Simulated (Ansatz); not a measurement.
Consider the formal hydrolysis of the Si–Ge bond: `[GeH3][SiH2][GeH2][SiH2][GeH3]` + H₂O → `O[SiH2][GeH3]` + `[GeH3][SiH2][GeH3]`.

Computed with Ansatz on PBE0-D4/def2-TZVP structures; ΔE is electronic, products minus reactants. CCSD(T)/CBS adds triple-zeta CCSD(T) − MP2 to the extrapolated MP2 energy (def2 sets, frozen cores). This one scheme is used for every species. Functionals use def2-TZVPP. HSE06 is defined as in plane-wave codes. For Ge outer-core shells are correlated without core-valence functions, which leaves a few kJ/mol of doubt a bond. Scalar relativity is left out up to krypton. Each species was taken in one conformer, which may not be the lowest.

`[GeH3][SiH2][GeH2][SiH2][GeH3]`:

```xyz
17

Ge   -1.427    0.432   -2.220
Si    0.903    0.429   -1.740
Ge    1.280    1.383    0.408
Si   -0.189    0.344    1.968
Ge   -0.042   -2.020    1.751
H    -1.971    1.871   -2.203
H    -1.721   -0.186   -3.597
H    -2.182   -0.378   -1.152
H     1.397   -0.976   -1.732
H     1.640    1.178   -2.794
H     2.742    1.163    0.841
H     1.020    2.901    0.360
H    -1.583    0.775    1.673
H     0.141    0.748    3.363
H    -0.977   -2.737    2.739
H    -0.430   -2.439    0.322
H     1.399   -2.490    2.012
```

H₂O:

Z-matrix (Å, degrees):
```
O
H 1 0.960
H 1 0.960 2 105.1
```

`O[SiH2][GeH3]`:

Z-matrix (Å, degrees):
```
Si
Ge 1 2.375
O 1 1.653 2 106.7
H 1 1.492 2 110.4 3 121.0
H 1 1.492 2 110.4 3 -121.0
H 2 1.539 1 109.5 3 -180.0
H 2 1.537 1 111.1 3 60.5
H 2 1.537 1 111.1 3 -60.5
H 3 0.958 1 117.7 2 179.9
```

`[GeH3][SiH2][GeH3]`:

```xyz
11

Ge   -0.300   -0.042   -1.964
Si   -0.825   -0.466    0.317
Ge    0.889    0.374    1.737
H    -1.397   -0.576   -2.900
H     1.031   -0.719   -2.334
H    -0.152    1.471   -2.199
H    -0.973   -1.932    0.530
H    -2.119    0.187    0.660
H     1.046    1.891    1.536
H     2.231   -0.298    1.400
H     0.569    0.109    3.218
```

```tsv
level	ΔE (kcal/mol)
r2SCAN-D4	-10.9
r2SCAN	-11.8
PBE0	-10.4
HSE06	-10.3
```

Problem. What does CCSD(T)/CBS give? (Best estimate.)

Solution. Ansatz gave: -9.7 kcal/mol. The listed levels differ from it by -1.2, -2.1, -0.7, -0.6 kcal/mol.

Largest T1 diagnostic among the species: 0.012.

In def2-TZVPP, CCSD(T) changes the Hartree–Fock value by +9.6 kcal/mol (the triples alone add +1.4 kcal/mol) and MP2 by +9.8 kcal/mol. From BLYP to BHLYP (50 % exact exchange), in def2-TZVPP and without D4, ΔE moves by −1.3 kcal/mol.
